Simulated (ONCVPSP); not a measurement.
**Sb, ONCV: configuration errors across variants**

ONCVPSP 4.0.1 input, shortened (lines: element, Z, core and valence counts, functional; n l f; lmax; l rc ep ncon nbas qcut; lloc lpopt rc5 dvloc0; l nproj debl; icmod fcfact rcfact), PBE, scalar-relativistic:

```
  Sb 51.00    6    5        4      upf
    1    0    2.00
    2    0    2.00
    2    1    6.00
    3    0    2.00
    3    1    6.00
    3    2   10.00
    4    0    2.00
    4    1    6.00
    4    2   10.00
    5    0    2.00
    5    1    2.00
    2
    0    1.35    0.00    3    6    7.80
    1    1.30    0.00    3    6    9.60
    2    1.00    0.00    3    7   11.40
    4    5    1.00    6.00
    0    2    0.60
    1    3    0.70
    2    1    0.60
    0    0.00    0.00
```

All-electron excitation energies from the reference (eV): (1) 4s2 4p6 4d10 5s2 5p3 -8.317; (2) 4s2 4p6 4d10 5s2 5p1 15.968; (3) 4s2 4p6 4d10 5s2 5p0 40.382; (4) 4s1 4p6 4d10 5s2 5p3 149.135.

Errors AE − PS in meV (a dash: test not solved or not reliable):

```csv
change,(1),(2),(3),(4),bound ghosts,GHOST(+) flags above zero
base,+1.7,-3.5,-9.0,-408,none,none
d: qcut 7.1,+1.7,-3.5,-9.3,-460,none,none
d: qcut 10.7,+1.7,-3.5,-9.0,-411,none,none
d: qcut 12.9,+1.7,-3.5,-9.0,-405,none,none
d: qcut 14.7,+1.7,-3.5,-9.0,-405,none,none
d: qcut 16.2,+1.7,-3.5,-9.0,-405,none,none
```

Give the same row for: d: qcut 9.1.

+1.7, -3.5, -9.1, -422; bound ghosts: none; GHOST(+) flags above zero: none.
